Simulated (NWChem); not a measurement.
Program: NWChem. System: HS$_{2}$, charge 0, spin multiplicity 2, at a geometry optimised with UPBE0/def2-SVP. The structure started from a generated list of species. Its SCF solution wasn't tested for a lower state. Level: G0W0@UPBE0/def2-TZVP, RI basis def2-tzvp-rifit.

Output (cleaned and shortened):

```
             Northwest Computational Chemistry Package (NWChem) 7.3.0
             --------------------------------------------------------

                                NWChem Input Module
                                -------------------

 Scaling coordinates for geometry "geometry" by  1.889725989
 (inverse scale =  0.529177249)

 Turning off AUTOSYM since
 SYMMETRY directive was detected!

                             Geometry "geometry" -> ""
                             -------------------------

 Output coordinates in angstroms (scale by  1.889725989 to convert to a.u.)

  No.       Tag          Charge          X              Y              Z
 ---- ---------------- ---------- -------------- -------------- --------------
    1 S                   16.0000     0.43064800     0.93505400     0.00000000
    2 S                   16.0000    -0.46774200    -0.82953500     0.00000000
    3 H                    1.0000     0.59350700    -1.68829500     0.00000000

 Effective nuclear repulsion energy (a.u.)      77.8379771755

            Nuclear Dipole moment (a.u.)
            ----------------------------
        X                 Y               Z
 ---------------- ---------------- ----------------
     0.0000056692     0.0000170075     0.0000000000

      Symmetry information
      --------------------

 Group name             Cs
 Group number              2
 Group order               2
 No. of unique centers     3

      Symmetry unique atoms

     1    2    3


 Summary of "ao basis" -> "" (spherical)
 ------------------------------------------------------------------------------
       Tag                 Description            Shells   Functions and Types
 ---------------- ------------------------------  ------  ---------------------
 *                         def2-tzvp                  on all atoms

 new library libraries.bse/

 Summary of "ri basis" -> "" (spherical)
 ------------------------------------------------------------------------------
       Tag                 Description            Shells   Functions and Types
 ---------------- ------------------------------  ------  ---------------------
 *                      def2-tzvp-rifit               on all atoms

                                 NWChem DFT Module
                                 -----------------

 Summary of "ao basis" -> "ao basis" (spherical)
 ------------------------------------------------------------------------------
       Tag                 Description            Shells   Functions and Types
 ---------------- ------------------------------  ------  ---------------------
 S                         def2-tzvp                13       37   5s5p2d1f
 H                         def2-tzvp                 4        6   3s1p

 Summary of "ao basis" -> "ao basis" (spherical)
 ------------------------------------------------------------------------------
       Tag                 Description            Shells   Functions and Types
 ---------------- ------------------------------  ------  ---------------------
 S                         def2-tzvp                13       37   5s5p2d1f
 H                         def2-tzvp                 4        6   3s1p

      Symmetry analysis of basis
      --------------------------

        a'         55
        a"         25

            General Information
            -------------------
          SCF calculation type: DFT
          Wavefunction type:  spin polarized.
          No. of atoms     :     3
          No. of electrons :    33
           Alpha electrons :    17
            Beta electrons :    16
          Charge           :     0
          Spin multiplicity:     2
          Use of symmetry is: on ; symmetry adaption is: on
          Maximum number of iterations: 100
          This is a Direct SCF calculation.
          AO basis - number of functions:    80
                     number of shells:    30
          Convergence on energy requested:  1.00D-06
          Convergence on density requested:  1.00D-05
          Convergence on gradient requested:  5.00D-04

              XC Information
              --------------
                         PBE0 Method XC Functional
                     Hartree-Fock (Exact) Exchange  0.250
[...]
    42     -0.762530  2 S  s                  5      0.755067  1 S  s
    56     -0.744087  2 S  py                19     -0.680523  1 S  py
    16     -0.385709  1 S  py                18     -0.361180  1 S  px
    55     -0.346613  2 S  px                53     -0.320075  2 S  py
    15     -0.184285  1 S  px                41     -0.175028  2 S  s

 Vector   19  Occ=0.000000D+00  E= 6.343768D-03  Symmetry=a'
              MO Center=  2.3D-01, -1.2D+00,  1.0D-14, r^2= 3.5D+00
   Bfn.  Coefficient  Atom+Function         Bfn.  Coefficient  Atom+Function
  ----- ------------  ---------------      ----- ------------  ---------------
    77      1.386643  3 H  s                 42     -0.766435  2 S  s
    56      0.644216  2 S  py                55     -0.605782  2 S  px
    52     -0.235482  2 S  px                76      0.223805  3 H  s
    53      0.188496  2 S  py                18      0.183499  1 S  px
    41     -0.172650  2 S  s                 40      0.135133  2 S  s

   alpha - beta orbital overlaps
   -----------------------------

   alpha      1      2      3      4      5      6      7      8      9     10
    beta      1      2      3      4      5      7      6      9      8     10
 overlap   1.000  1.000  1.000  1.000  1.000  1.000  1.000  1.000  1.000  1.000

   alpha     11     12     13     14     15     16     17     18     19     20
    beta     11     12     13     14     15     16     17     18     19     20
 overlap   0.999  0.997  0.997  0.998  0.987  1.000  0.987  0.999  1.000  0.999

   alpha     21     22     23     24     25     26     27     28     29     30
    beta     21     23     22     24     25     27     26     29     28     30
 overlap   0.987  0.990  0.987  0.995  0.998  0.976  0.995  0.983  0.999  0.988

   alpha     31     32     33     34     35     36     37     38     39     40
    beta     31     32     33     34     35     36     37     38     39     40
 overlap   0.998  1.000  0.995  0.999  1.000  0.998  1.000  1.000  0.999  1.000

   alpha     41     42     43     44     45     46     47     48     49     50
    beta     41     42     43     44     45     46     47     48     49     51
 overlap   0.997  0.997  0.993  0.994  0.992  0.925  0.977  0.978  0.930  0.998

   alpha     51     52     53     54     55     56     57     58     59     60
    beta     50     52     53     55     54     56     57     59     58     62
 overlap   0.997  0.977  0.990  0.989  0.963  0.998  0.983  0.989  1.000  0.987

   alpha     61     62     63     64     65     66     67     68     69     70
    beta     60     61     63     64     65     66     67     68     69     70
 overlap   0.990  0.989  1.000  0.998  1.000  1.000  1.000  1.000  1.000  1.000

   alpha     71     72     73     74     75     76     77     78     79     80
    beta     71     72     73     74     75     76     77     78     79     80
 overlap   1.000  1.000  0.996  1.000  0.996  1.000  1.000  1.000  1.000  1.000

     --------------------------
     Expectation value of S2:
     --------------------------
      <S2> =      0.7560 (Exact =     0.7500)

 center of mass
 --------------
 x =  -0.01710218 y =   0.04865002 z =   0.00000000

 moments of inertia (a.u.)
 ------------------
         188.496820503667         -86.723987506758           0.000000000000
         -86.723987506758          47.402613259493           0.000000000000
           0.000000000000           0.000000000000         235.899433763160

     Multipole analysis of the density
     ---------------------------------

     L   x y z        total         alpha         beta         nuclear
     -   - - -        -----         -----         ----         -------
     0   0 0 0     -0.000000    -17.000000    -16.000000     33.000000

     1   1 0 0      0.110451     -0.097267      0.207713      0.000006
     1   0 1 0     -0.614806     -0.655785      0.040962      0.000017
     1   0 0 1     -0.000000     -0.000000     -0.000000      0.000000

     2   2 0 0    -19.923838    -22.960089    -21.318748     24.354998
     2   1 1 0     -0.351412    -21.932804    -20.017883     41.599275
     2   1 0 1      0.000000      0.000000      0.000000      0.000000
     2   0 2 0    -17.652139    -60.914642    -56.190242     99.452744
     2   0 1 1     -0.000000      0.000000     -0.000000      0.000000
     2   0 0 2    -19.893356    -11.418161     -8.475195      0.000000

 Task  times  cpu:        5.6s     wall:        5.6s

                                NWChem Input Module
                                -------------------

                                 NWChem GW Module
                                 ----------------

                             ***********************
                             ***        GW       ***
                             ***********************

 Summary of "ri basis" -> "ri basis" (spherical)
 ------------------------------------------------------------------------------
       Tag                 Description            Shells   Functions and Types
 ---------------- ------------------------------  ------  ---------------------
 S                      def2-tzvp-rifit             29      113   9s7p6d5f2g
 H                      def2-tzvp-rifit              7       15   4s2p1d

                 Memory Information
                 ------------------
          Available GA per process is          1699.9 MBs
          Available stack per process is        700.0 MBs
          Available heap per process is           0.0 MBs

          Peak memory in Initialization
              Peak GA per process is                  5.9 MBs
              Peak stack per process is               0.1 MBs
              Peak heap per process is                6.1 MBs
              Memory not in MA per process            0.0 MBs

          Peak memory in AFF Calculation
              Peak GA per process is                 42.7 MBs
              Peak stack per process is              33.5 MBs
              Peak heap per process is                0.0 MBs
              Memory not in MA per process           33.5 MBs

          Computing 2-center integrals
          Computing Inverse Cholesky factor
          Computing 3-center integrals
          Computing V_xc ...

          Computing Sigma_x
          Computing RPA polarizability
          Solving quasiparticle equations

                  Alpha Orbitals
          State     Energy (eV)     Error (eV)
          -----------------------------------
@GW        14        -12.652           0.004
@GW        15        -11.831           0.004
@GW        16         -9.480           0.005
@GW        17         -9.049           0.004
@GW        18          1.810           0.002
@GW        19          2.236           0.005

                   Beta Orbitals
          State     Energy (eV)     Error (eV)
          -----------------------------------
@GW        13        -14.520           0.002
@GW        14        -12.410           0.004
@GW        15        -11.208           0.003
@GW        16         -9.234           0.005
@GW        17         -1.398           0.005
@GW        18          2.012           0.005

   Applying  -1.9556 eV scissor-shift to rest of particle states

   Applying   2.4052 eV scissor-shift to rest of hole states

   Applying  -2.0961 eV scissor-shift to rest of particle states

   Applying   2.2877 eV scissor-shift to rest of hole states

     GW Timing Statistics
   ------------------------
   Init.   :          0.0s
     ERIs  :          0.3s
     Distr.:          0.0s
     Vxc   :          0.6s
   Sigma_x :          0.0s
   RPA     :          2.0s
   Wmn     :          0.0s
   Sigma_c :          0.0s
   GW total:          3.1s

 Task  times  cpu:        3.1s     wall:        3.1s

 Total times  cpu:        8.7s     wall:        8.7s
```

### Question
Write an NWChem input that would produce this output.

### Answer
This is not unique; one that fits is 
```
start mol
memory heap 200 mb stack 700 mb global 1700 mb
geometry units angstroms nocenter noautoz
  S      0.430648     0.935054     0.000000
  S     -0.467742    -0.829535     0.000000
  H      0.593507    -1.688295     0.000000
  symmetry group Cs
end
basis spherical
  * library def2-tzvp
end
basis "ri basis" bse spherical
  * library def2-tzvp-rifit
end
dft
  xc pbe0
  odft
  mult 2
  iterations 100
  direct
  tolerances tight
end
task dft energy
gw
  states alpha occ 4 vir 2
  states beta occ 4 vir 2
end
task dft gw
```
